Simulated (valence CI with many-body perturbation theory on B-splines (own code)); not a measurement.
**Sensitivity of CI+MBPT for Te II**

Calculated by configuration interaction combined with many-body perturbation theory (CI+MBPT): five valence electrons over a frozen Dirac-Fock core [Kr] 4d10, radial functions for each j: 6 s, 6 p, 5 d, 3 f, 1 g, with the one-electron correlation potential Σ1, the two-electron term Σ2, the three-electron term Σ3, Breit, model QED; selected CI, second order for the rest, scaled by the run's own slope (own B-spline code, finite nucleus).

Against 7 measured levels this calculation errs by 176 cm⁻¹ on average and by 370 at most. These come from a selection out of the NIST Handbook of Basic Atomic Spectroscopic Data. Levels without a partner in it may be off by more. Among the levels kept, up to 1900 cm⁻¹ of a level comes from second order outside the variational space, and about a tenth of that is noise between levels of different J, which matters for small intervals.

The reference run has the lowest level 5s2 5p3 4S°_3/2 and an ionisation energy of 18.1840 eV. Its largest variational space holds 9999 state functions.

Names give the largest LS component (configuration and term), which can be under half, so a name can repeat, a term be missing and a line seem to break the LS rules; names also repeat where a configuration has a term twice.

Changed runs:
A. Breit term on → off; QED terms on → off; highest l with Σ1, explicit Σ2 and valence Breit (higher l get mean screening factors) 3 → 2
B. highest l in the core sums 6 → 7
C. three-electron term on → off
D. box radius (bohr) 28.009 → 5.74 (bad on purpose)

Excitation energies of the reference run in cm⁻¹, and shifts in cm⁻¹:

```csv
Level,Reference,A,B,C
5s2 5p3 2D°_3/2,10314,+176,+1.3,+101
5s2 5p3 2D°_5/2,12502,+225,-0.5,+81
5s2 5p3 2P°_1/2,20657,+188,+0.1,+179
5s2 5p3 2P°_3/2,24111,+248,-3.3,+147
5s 5p4 4P_5/2,70830,+195,-21,-2.8
5s 5p4 4P_3/2,74523,+236,-25,-19
5s 5p4 4P_1/2,75957,+235,-26,-16
5s2 5p2 6s 4P_1/2,78436,-130,-36,+59
5s2 5p2 5d 2P_3/2,81880,,-36,-1.1
5s2 5p2 6s 4P_3/2,82728,+35,-38,+26
5s2 5p2 6s 2P_1/2,83628,-44,-40,+27
5s2 5p2 5d 4F_5/2,85054,+334,-37,-34
Ionisation energy (eV),18.1840,-0.0164,-0.0062,+0.0081
```

A blank means that the level has no clear partner in that run.

Run D: It gave no result. The program said: "need at least one array to concatenate".
